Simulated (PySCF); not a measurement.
Compound: tetrakis(dimethylamino)ethene radical cation, C10H24N4 (charge +1 and doublet state).
Cartesian coordinates in Å at the PBE0-D3(BJ)/def2-SVP level; atoms count from 1:
```
atom  x, y, z in Å
C1    -2.188    1.407   -1.594
N2    -0.967    1.325   -0.821
C3    -0.059    2.442   -0.949
C4    -0.672    0.236   -0.056
C5     0.669   -0.232    0.056
N6     1.514   -0.186   -1.013
C7     1.049   -0.382   -2.367
C8     2.921    0.118   -0.861
N9     1.135   -0.736    1.235
C10    0.705   -0.216    2.513
C11    2.053   -1.853    1.278
N12   -1.688   -0.398    0.596
C13   -1.693   -1.829    0.795
C14   -2.792    0.331    1.182
H15   -2.697    0.435   -1.595
H16   -1.946    1.674   -2.636
H17   -2.881    2.170   -1.203
H18   -0.602    3.385   -0.771
H19    0.745    2.368   -0.207
H20    0.386    2.499   -1.957
H21    1.079    0.551   -2.954
H22    1.692   -1.118   -2.877
H23    0.023   -0.770   -2.365
H24    3.124    0.463    0.160
H25    3.563   -0.754   -1.074
H26    3.201    0.921   -1.561
H27    0.151    0.721    2.378
H28    0.069   -0.934    3.058
H29    1.584   -0.005    3.143
H30    3.057   -1.558    1.626
H31    2.143   -2.304    0.283
H32    1.668   -2.618    1.973
H33   -0.933   -2.305    0.165
H34   -1.509   -2.102    1.848
H35   -2.677   -2.238    0.512
H36   -2.585    1.408    1.162
H37   -3.743    0.144    0.657
H38   -2.921    0.022    2.233
```

The hyperfine couplings belong to this conformer and change with its torsions.

Identity: tetrakis(dimethylamino)ethene radical cation, `CN(C)C(=C(N(C)C)N(C)C)N(C)C` [SMILES of the parent framework; charge +1 and doublet state].

Computed, not measured: PySCF 2.14.0, UKS B3LYP, IGLO-III on C N, pcH-1 on H, non-relativistic, mean-field spin-orbit, GIAO. The structure is a single PBE0-D3(BJ)/def2-SVP conformer in the gas phase; no vibrational or solvent corrections. The frame is twisted about the C4–C5 bond at this geometry (dihedral N2–C4–C5–N6 = -37°); couplings at other torsion angles weren't computed. Stability of the SCF solution: not tested. No frequencies were computed at this geometry's level, so the symmetric structure isn't shown to be a minimum.

Problem. Predict the first-order ENDOR lines of N2/N6/N12, N9, H15 (×9), H30/H31/H32, H27/H28/H29, H18 (×6) and H33/H34/H35 under fast tumbling at B = 3367.3 mT (W band).

Solution. ν± = |νn ± a/2|, one line for each electron-spin manifold; νn = |g_N| × 7.62259 MHz/T × B.

```
     nuclei  isotope     g_N  νn (MHz)  a_iso (MHz)  lower line (MHz)  upper line (MHz)
  N2/N6/N12      14N  0.4038     10.36        10.88              4.92             15.81
         N9      14N  0.4038     10.36        10.66              5.03             15.70
   H15 (×9)       1H  5.5857    143.37        10.78            137.98            148.76
H30/H31/H32       1H  5.5857    143.37        10.75            138.00            148.75
H27/H28/H29       1H  5.5857    143.37         9.57            138.58            148.16
   H18 (×6)       1H  5.5857    143.37         9.53            138.60            148.14
H33/H34/H35       1H  5.5857    143.37         9.43            138.66            148.09
```

Problem. Which pairs are centred on the nuclear Larmor frequency, and which on half the coupling?

Solution. Centred on νn, since |a| < 2νn: N2/N6/N12, N9, H15 (×9), H30/H31/H32, H27/H28/H29, H18 (×6) and H33/H34/H35. No pair has |a| > 2νn.

Problem. At what field would the lower line of H27/H28/H29 fall to zero frequency?

Solution. Where νn = |a|/2, that is B = 4.79 MHz/(5.5857 × 7.62259 MHz/T) = 112 mT, as far as first order holds there.

Means are taken over nuclei equivalent by connectivity, which assumes that they swap fast. C1 and C3, with what hangs on them, aren't averaged: N2 is flat or nearly so (angle sum 360°), and its turn about the short N2–C4 bond (1.36 Å) is taken as slow. N6 and N9, with what hangs on them, aren't averaged: C5 is flat or nearly so (angle sum 360°), and its turn about the short C5–C4 bond (1.43 Å) is taken as slow. The nine 1H nuclei of mean +10.8 MHz run from -0.4 to 21.0 MHz in the frozen geometry. The three 1H nuclei of mean +10.8 MHz run from -0.3 to 20.8 MHz in the frozen geometry.
